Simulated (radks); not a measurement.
Task: Valence configurations of the fluorine ion F3+ (all share [He]). Calculated with a radial shooting solver on a logarithmic mesh with Libxc functionals: non-relativistic Kohn-Sham, PBE, spin-polarised, spherical densities, point nucleus; open shells are filled with parallel spins first. Order these by energy: 2s2 2p2; 2s1 2p3; 2p4; 2s0.5 2p3.5; 2s1.5 2p2.5.

Result: From the lowest, in eV above it: 2s2 2p2 0.000; 2s1.5 2p2.5 5.459; 2s1 2p3 8.964; 2s0.5 2p3.5 23.814; 2p4 36.865. NIST lists [He] 2s2 2p2 as the ground configuration; this level of theory agrees among the configurations tried. The energies are those of spherical high-spin densities, not of single terms.
